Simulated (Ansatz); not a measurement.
System: N-[chloro(dimethylamino)boranyl]-N-methylmethanamine, C₄H₁₂BClN₂, charge 0, multiplicity 1. SMILES: CN(B(Cl)N(C)C)C
Structure (B3LYP-D3(BJ)/def2-TZVP (Ansatz, a program for electronic structure) minimum search):
```xyz
20

C      1.5048    -1.3543    -1.1900
N      1.2736    -0.2504    -0.2754
C      2.5059     0.3978     0.1351
B     -0.0212     0.2120     0.0594
Cl    -0.1950     1.9546     0.5481
N     -1.1903    -0.5850     0.0411
C     -2.5399    -0.0567    -0.0395
C     -1.1678    -2.0228     0.2430
H      1.9668    -2.2164    -0.6936
H      2.1824    -1.0349    -1.9894
H      0.5752    -1.6756    -1.6512
H      2.3026     1.1916     0.8469
H      3.1787    -0.3276     0.6060
H      3.0312     0.8299    -0.7247
H     -3.0906    -0.2342     0.8917
H     -3.0917    -0.5448    -0.8506
H     -2.5224     1.0118    -0.2291
H     -0.1726    -2.3590     0.5199
H     -1.4888    -2.5736    -0.6494
H     -1.8505    -2.2914     1.0567
```

Wanted: atomisation energy (electronic, to ground-state atoms), in kJ/mol. Valence correlation only, unless marked. UHF or UKS for open shells. No spin-orbit coupling. Non-relativistic unless marked X2C. The coupled-cluster limit lacks core correlation, which all-electron functionals hold. CBS(X,Y): correlation extrapolated as X^-3; Hartree-Fock from the larger set. [CCSD(T)-MP2]/basis is that difference in the basis named.

| level | program | atomisation energy (kJ/mol) | minus last row |
|---|---|---|---|
| HF/cc-pV(Q+d)Z | Ansatz | 5731.3 | -2064.1 |
| B3LYP-D3(BJ)/def2-TZVPD | Ansatz + dftd3 | 7833.3 | 37.9 |
| PBE0/6-31G* | Ansatz | 7845.8 | 50.4 |
| PBE0/def2-QZVPP | Ansatz | 7830.3 | 34.9 |
| r2SCANh-D4/def2-TZVPD | Ansatz + dftd4 | 7774.3 | -21.1 |
| HSE06-D3(BJ)/def2-TZVPD | Ansatz + dftd3 | 7863.1 | 67.7 |
| CAM-B3LYP-D3(BJ)/def2-TZVPD | Ansatz + dftd3 | 7855.2 | 59.8 |
| wB97X/def2-TZVPD | Ansatz | 7797.6 | 2.2 |
| B2GP-PLYP-D4/def2-TZVPD | Ansatz + dftd4 | 7713.8 | -81.6 |
| MP2/STO-3G | Ansatz | 7774.2 | -21.2 |
| MP2/6-31G | Ansatz | 6659.7 | -1135.7 |
| RI-MP2/aug-cc-pV(T+d)Z | Ansatz | 7747.2 | -48.2 |
| SCS-MP2/6-31G* | Ansatz | 7147.2 | -648.2 |
| CCSD/STO-3G | Ansatz | 7867.3 | 71.9 |
| CCSD/6-31G | Ansatz | 6616.5 | -1178.9 |
| CCSD/cc-pV(D+d)Z | Ansatz | 7133.0 | -662.4 |
| CCSD(T)/6-31G | Ansatz | 6661.2 | -1134.2 |
| CCSD(T)/6-31G* | Ansatz | 7112.9 | -682.5 |
| X2C-CCSD(T)/cc-pVTZ-DK | Ansatz | 7590.4 | -205.0 |
| CCSD(T) with core electrons (1s frozen past Ne)/cc-pwCVTZ | Ansatz | 7637.3 | -158.1 |
| RI-MP2/CBS(cc-pV(T+d)Z,cc-pV(Q+d)Z)+[CCSD(T)-MP2]/cc-pV(T+d)Z | Ansatz | 7795.4 | 0.0 |
